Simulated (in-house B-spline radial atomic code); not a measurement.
A fraction x of an electron is removed from 4f in Sm V (Sm4+), starting from [Xe] 4f4 and keeping the highest spin. Computed with an all-electron radial atomic-structure program (B-spline basis): scalar-relativistic (X2C) HSE06, spin-polarised, spherical fractional occupations, Fermi nucleus of rms radius 5.0819 fm.

Caution: exact exchange at fractional occupations of open shells leaves self-interaction of up to several eV.

| x | E(x) - E(0) (eV) | 4f up level (eV) |
| --- | --- | --- |
| 0 | 0.0000 | -53.593 |
| 0.05 | 2.7043 | -54.580 |
| 0.2 | 11.1148 | -57.566 |
| 0.34 | 19.3715 | -60.391 |
| 0.39 | 22.4165 | -61.409 |
| 0.5 | 29.2953 | -63.663 |
| 0.62 | 37.0837 | -66.147 |
| 0.68 | 41.0901 | -67.398 |
| 0.85 | 52.8514 | -70.977 |
| 0.94 | 59.3254 | -72.892 |
| 1 | 63.7374 | -74.176 |

The exact functional would give a straight line between the two integer points. Deviations E(x) - E(0) - x[E(1) - E(0)], in eV: -0.483 at x = 0.05, -1.633 at x = 0.2, -2.299 at x = 0.34, -2.441 at x = 0.39, -2.573 at x = 0.5, -2.433 at x = 0.62, -2.251 at x = 0.68, -1.325 at x = 0.85, -0.588 at x = 0.94.

The curve lies below the straight line by up to 2.573 eV (at x = 0.5): convex, the delocalisation error, to which spherically averaged exact exchange adds.

Question: How well does Slater's transition state (minus the level at half occupation) give the ionisation energy?

Answer: It gives 63.663 eV against 63.737 eV from the two total energies; NIST lists 62.70 eV, ground level to ground level. The end point has an open shell averaged over its orbitals, so its exact exchange keeps a self-interaction and this is no true integer point.
